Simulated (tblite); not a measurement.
Run record: tight-binding relaxation, `CC(C)(BBr)C(F)F`.

Computed with GFN2-xTB geometry optimisation, gas phase (tblite 0.8.0). Start geometry: from a force field or distance geometry. The command runs a driver script over a list of jobs; the input below is this job's line of settings and its coordinates in Å.

Command:
```bash
OMP_NUM_THREADS=1 python probes_run.py task.json out
```

Input:
```
{"job": {"kind": "relax", "xc": "GFN2-xTB", "basis": "xTB"}, "charge": 0, "multiplicity": 1}
C     -0.097000    -1.448400    -0.513900
C     -0.063200    -0.015400    -0.055800
C     -1.434300     0.504900     0.054200
B      0.540900    -0.064100     1.434600
Br     1.629000     1.502700     2.038700
C      0.913400     0.840100    -0.797900
F      2.170100     0.284900    -0.622400
F      0.913300     2.099100    -0.192500
H     -1.067200    -1.866900    -0.103900
H      0.740100    -2.039500    -0.126600
H     -0.192100    -1.453300    -1.612200
H     -2.025300    -0.230800     0.671300
H     -1.465400     1.468900     0.641100
H     -1.960000     0.639900    -0.904600
H      0.697700    -1.104200     1.946300
H      0.692400     0.891000    -1.868000
```

Output:
```
step      E/eV     max force
  0    -745.87855    3.105
  1    -746.39222    2.194
  2    -746.75400    1.125
  3    -746.88536    0.960
  4    -746.99773    0.729
  5    -747.06111    0.676
  6    -747.11670    0.597
  7    -747.14683    0.435
  8    -747.16457    0.327
  9    -747.18245    0.417
... (143 lines left out)
153    -747.48746    0.037
154    -747.48757    0.027
155    -747.48768    0.017
156    -747.48776    0.033
157    -747.48785    0.032
158    -747.48793    0.031
159    -747.48799    0.016
160    -747.48802    0.014
161    -747.48803    0.012
162    -747.48804    0.006
```

«max force» is the largest atomic force in eV/Å.

**Question.** From which step on does the largest force stay under 0.1 eV/Å, and how much energy is left to gain from there?

**Answer.** From step 124 (0.054 eV/Å), 9.2 meV above the end.

In short: energy lowered by 37.1 kcal/mol over 162 steps; largest atomic force 0.006 eV/Å at the end.

**Question.** Give the final coordinates.

**Answer.** 0.953 Å rms from the input after alignment:
```
atom  x, y, z in Å
C1    -0.2321   -1.4467   -0.3474
C2     0.0429    0.0114    0.0706
C3    -1.2860    0.7904    0.0649
B4     0.7438    0.0578    1.5083
Br5   -0.1806   -0.5797    2.9802
C6     0.9461    0.6352   -0.9990
F7     2.1421   -0.0034   -1.0686
F8     1.2355    1.9287   -0.7044
H9    -0.8847   -1.9299    0.3762
H10    0.6962   -2.0118   -0.4112
H11   -0.7191   -1.4733   -1.3210
H12   -1.9785    0.3628    0.7863
H13   -1.1203    1.8360    0.3183
H14   -1.7458    0.7447   -0.9213
H15    1.8274    0.4686    1.6650
H16    0.5054    0.6185   -2.0083
```

**Question.** Estimate the wall time. Hardware: one thread, Arm Neoverse V1 (aarch64), no GPU (shared host).

**Answer.** About 1.2 s.
Labels such as C1 count atoms from 1, the log's own numbers from 0.
